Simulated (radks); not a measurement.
Task: Species: Cl XII. Configuration: [He] 2s2 2p2. Method: scalar-relativistic Kohn-Sham, BLYP, spin-polarised, spherical densities, finite nucleus; open shells are filled with parallel spins first; Fermi nuclear charge, rms radius 3.3654 fm; computed with a radial shooting solver on a logarithmic mesh with Libxc functionals. Some entries of the table are withheld. Estimate them.

orbital,occ.,eigenvalue (hartree),r(max) (bohr),<r> (bohr)
1s up,1,(1),(2),0.09066
1s down,1,(3),(4),0.09047
2s up,1,-22.34071,0.3395,0.4003
2s down,1,-21.86604,0.3414,0.4037
2p up,2,-20.67793,0.2740,0.3505
2p down,0,-20.12672,0.2764,0.3544

Result: 
(1) 1s up eigenvalue (hartree): -117.7822
(2) 1s up r(max) (bohr): 0.05941
(3) 1s down eigenvalue (hartree): -117.5444
(4) 1s down r(max) (bohr): 0.05935
